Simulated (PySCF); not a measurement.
Gas-phase equilibrium of 1 mol SnCl₄, 0.2 mol H₂O at 1400 K and 0.00133 bar, among 27 species (ClO, SnCl₄, O₂, HCl, O, SnH₂, HO₂, SnO, SnHCl₃, SnCl₃, H₂O, H, HOCl, H₂O₂, O₃, H₂, SnH₄, SnCl₂, SnH₂Cl₂, Cl, Cl₂, SnO₂, SnH₃Cl, Sn₂O₂, SnHCl, Sn(OH)₂, OH). Only gases are allowed; each row takes one source of thermochemistry for all species, and Cantera finds the minimum.

Energies from PySCF, thermal terms from the rigid-rotor harmonic-oscillator model, ideal gas at 1 bar. † marks an energy on the PBE0/def2-TZVP geometry and frequencies; other levels use their own. Open shells (unrestricted) among the columns below: O₂ (multiplicity 3), SnCl₃ (multiplicity 2), Cl (multiplicity 2, electronic degeneracy 6); the rest are closed-shell singlets. Spin-orbit splitting is ignored; it lowers the true energy and changes the entropy of Cl. Sn: scalar-relativistic def2 core potential, no spin-orbit coupling. SnCl₃: computed as isolated molecules; such fragments, hydroxides, amides, oligomers or adducts are transient or little studied in the gas. The harmonic model lacks anharmonicity and excited electronic states, which grow with temperature; levels with a mode under 35 cm⁻¹ are left out. Soft modes under 120 cm⁻¹ make the harmonic entropy rough for SnCl₄, SnCl₃, SnCl₂.

Molecules larger than those listed are left out. Also missing: (SnO)n, which can matter at low temperature or high pressure.

Mole fractions:

```tsv
thermochemistry	x SnCl₂	x Cl	x Cl₂	x HCl	x SnCl₄	x O₂	x SnCl₃
M06-2X/def2-TZVP†	0.32	0.25	0.11	0.17	0.11	0.043	0.0029
PBE/def2-TZVP†	0.40	0.14	0.26	0.16	0.0019	0.041	0.00035
PBE0/def2-TZVP	0.36	0.30	0.14	0.15	0.012	0.038	0.00059
ωB97M-V/def2-TZVP†	0.36	0.26	0.15	0.16	0.035	0.039	0.00052
ωB97X-V/def2-TZVP†	0.33	0.31	0.10	0.16	0.060	0.039	0.00051
```
The most sensitive of these is SnCl₄: it spans a factor of 10^1.8 over these rows; at this temperature one factor of ten is RT ln 10 = 27 kJ/mol.
